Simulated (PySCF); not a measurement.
Work out the structure from these simulated measurements.

Elements present: C, F, H, O and Si. Monoisotopic mass: 134.0199 u.

- Rotational structure: rotational constants A, B, C: 2.703, 1.201, 0.946 GHz [GFN2-xTB]
- Dipole: 1.17 D [CAM-B3LYP/def2-SVPD]
- 13C NMR: chemical shifts (computed TMS as zero) by class: 164.8 (1 C), 3.3 (1 C), 2.1 (1 C), -1.3 (1 C) ppm [GIAO PBE0/pcSseg-1]
- NMR, other nuclei: isotropic shieldings of nuclei other than C and H, by class: -133 (1 O), 104 (1 O), 362 (1 F), 357 (1 Si) ppm [GIAO PBE0/pcSseg-1]
- Polarisability: 73.3 au [CAM-B3LYP/def2-SVPD]
- UV, first state: lowest singlet excitation: 5.84 eV (212 nm, f = 0.001) [TDDFT CAM-B3LYP/def2-SVPD]
- Triplet: lowest triplet excitation (Tamm–Dancoff): 5.29 eV [TDA CAM-B3LYP/def2-SVPD]

The electronic properties come from PySCF, for the isolated species, density fitting. Levels stand in brackets. Geometry: GFN2-xTB, one conformer, isolated molecule. NMR values are class means; diastereotopic atoms form classes of their own.

Task: Which formula fits the mass and the elements?

Result: C4H7FO2Si (calculated 134.0199). No other formula that holds each of these elements comes within 0.0003 u with a fitting electron parity and a possible valence count.

Task: Give a SMILES that accounts for the data.

Result: Numbering: `[O:1]=[CH:2][O:3][Si@H:4]([F:5])[CH:6]1[CH2:7][CH2:8]1`. Its formula, C4H7FO2Si, gives 2 degrees of unsaturation: 1 ring and 1 π bond in the structure found. 4 carbons fall into 4 classes; from least to most shielded: carbonyl carbon [C2] (164.8 ppm), three-membered-ring carbon [C8] (3.3 ppm), three-membered-ring carbon [C7] (2.1 ppm), ring sp3 carbon bound to silicon [C6] (-1.3 ppm). The other shieldings belong to: -133 ppm, carbonyl oxygen [O1]; 104 ppm, oxygen singly bound to a carbonyl carbon [O3]; 362 ppm, silicon-bound fluorine [F5]; 357 ppm, fluorine-bound silicon [Si4]. The optimised geometry has point group C1 and is an asymmetric top. Structure: `O=CO[Si@H](F)C1CC1`. Computed isomers that give other values at the same levels: `CC1=C(O[SiH2]O)[C@H]1F` (13C chemical shifts (computed TMS as zero) by class: 138.6 (1 C), 94.9 (1 C), 75.1 (1 C), 9.5 (1 C) ppm); `CO[C@@]1(F)[SiH2][C@H]1C=O` (13C chemical shifts (computed TMS as zero) by class: 202.2 (1 C), 123.9 (1 C), 58.6 (1 C), 39.3 (1 C) ppm); `CO[C@@]1(F)[SiH2][C@@H]1C=O` (13C chemical shifts (computed TMS as zero) by class: 197.6 (1 C), 118.8 (1 C), 54.5 (1 C), 37.3 (1 C) ppm). The assignments are read from this structure; whether some other isomer fits the data as well wasn't checked. The mirror image fits equally.

The values belong to the conformer `[O:1]=[CH:2][O:3][Si@H:4]([F:5])[CH:6]1[CH2:7][CH2:8]1`: O1–C2–O3–Si4 1°, C2–O3–Si4–F5 179°, O3–Si4–C6–C7 169°.
